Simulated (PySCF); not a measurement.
Sn(H)(F)2(Me) (CH4F2Sn), SMILES [CH3][SnH]([F])[F]. Atoms are numbered in the order given.

```xyz
8

Sn     0.0384     0.2525     0.0000
C     -1.9797    -0.4080     0.0000
F      0.9092    -0.5811    -1.5147
F      0.9092    -0.5811     1.5147
H      0.5353     1.8832     0.0000
H     -2.6739     0.4426     0.0000
H     -2.1340    -1.0203     0.8987
H     -2.1340    -1.0203    -0.8987
```

Geometry optimised at PBE0-D3(BJ)/def2-SVP. The def2 effective core potentials stand for the cores of Sn; spin–orbit coupling is left out.

The numbers are results of PBE0/def2-TZVP in PySCF, not measurements.

Atomic charges (e):

```csv
atom,Löwdin,Mulliken
Sn1,0.71,1.15
C2,-0.51,-0.64
F3,-0.28,-0.49
F4,-0.28,-0.49
H5,-0.05,-0.03
H6,0.13,0.16
H7,0.14,0.17
H8,0.14,0.17
```
